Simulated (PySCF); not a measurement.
Al(Et)(OH)(OMe) (C3H9AlO2), SMILES C[CH2][Al]([OH])[O]C. Heavy atoms are numbered as in [Al:1]([CH2:2][CH3:3])([OH:9])[O:11][CH3:12]. Hydrogens are named by the atom that carries them.

Geometry optimised at B3LYP-D3(BJ)/def2-SVP. The values are those of a single conformer.

The numbers are results of HF/pcSseg-1 in PySCF, not measurements.

GIAO shieldings, no solvent; atoms alike by connectivity are averaged. δ = σ(ref) − σ: ¹³C against TMS (σ = 192.6 ppm); ¹H against TMS (σ = 31.99 ppm); ¹⁷O against H2O (σ = 333.0 ppm), references at their B3LYP-D3(BJ)/def2-TZVP geometries, non-relativistic.

```csv
atoms,nucleus,count,δ (ppm)
C12 (CH3),¹³C,1,50.7
C3 (CH3),¹³C,1,…
C2 (CH2),¹³C,1,…
H on C12,¹H,3,3.82
H on O9,¹H,1,2.12
H on C3,¹H,3,1.38
H on C2,¹H,2,…
O9 (OH),¹⁷O,1,…
O11,¹⁷O,1,-9.9
```

Question: What belongs in the gaps? (An estimate is asked for; the answer gives what the named calculation found.)

Answer: 
- C3 (CH3), δ (ppm): 12.3
- O9 (OH), δ (ppm): 9.8
- C2 (CH2), δ (ppm): -5.0
- H on C2, δ (ppm): 0.25
